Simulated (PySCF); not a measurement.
Species: BrFGeH2.
InChI=1S/BrFGeH2/c1-3-2/h3H2

Level: CAM-B3LYP/def2-SVPD in PySCF, non-relativistic, on one gas-phase PBE0-D3(BJ)/def2-SVP geometry that isn't relaxed in the solvent. The solvent is an IEF-PCM continuum (Bondi radii, 1.10 Å for H, scaled by 1.2), and excitations are vertical TDDFT with non-equilibrium linear response and a frozen core. Specific hydrogen bonds and non-electrostatic terms are outside this model. Spin–orbit coupling is left out although an atom past zinc is present.

Gas-phase singlets (H = HOMO, L = LUMO):

```
state  E (eV)  λ (nm)      f  leading configuration
   S1   6.387     194  0.021                H→L 94%
   S2   6.589     188  0.012              H-1→L 94%
   S3   7.149     173  0.001              H→L+1 94%
   S4   7.580     164  0.002            H-1→L+1 84%
   S5   7.881     157  0.006              H→L+2 94%
```

Give the list for acetonitrile (ε = 35.69), n² = 1.81.

| state | E (eV) | λ (nm) | f | leading configuration | change by rank (eV) |
| --- | --- | --- | --- | --- | --- |
| S1 | 6.506 | 191 | 0.030 | H→L 95% | +0.119 |
| S2 | 6.766 | 183 | 0.018 | H-1→L 96% | +0.177 |
| S3 | 7.280 | 170 | 0.002 | H→L+1 90% | +0.131 |
| S4 | 7.776 | 159 | 0.002 | H-1→L+1 80% | +0.196 |
| S5 | 7.965 | 156 | 0.010 | H→L+2 92% | +0.084 |

The ground-state energy changes by -0.151 eV from gas to acetonitrile. By how much does the total energy of gas-phase S1 change?

E(S1) = E(S0) + excitation energy, so it changes by -0.151 + 0.119 = -0.032 eV: it is lowered less than the ground state, which is what a blue shift means. This is the vertical state, with the slow part of the continuum still set for S0.

How do the frontier levels move from gas to acetonitrile?

```json
{"orbital": "LUMO+2", "gas (eV)": "0.89", "solvent (eV)": "1.14", "change (eV)": "+0.25"}
{"orbital": "LUMO+1", "gas (eV)": "0.46", "solvent (eV)": "0.68", "change (eV)": "+0.22"}
{"orbital": "LUMO", "gas (eV)": "-0.03", "solvent (eV)": "0.22", "change (eV)": "+0.25"}
{"orbital": "HOMO", "gas (eV)": "-10.02", "solvent (eV)": "-9.93", "change (eV)": "+0.09"}
{"orbital": "HOMO-1", "gas (eV)": "-10.25", "solvent (eV)": "-10.23", "change (eV)": "+0.02"}
{"orbital": "HOMO-2", "gas (eV)": "-11.63", "solvent (eV)": "-11.50", "change (eV)": "+0.13"}
{"orbital": "HOMO-3", "gas (eV)": "-12.00", "solvent (eV)": "-11.76", "change (eV)": "+0.24"}
```

The HOMO–LUMO gap goes from 9.99 to 10.15 eV.
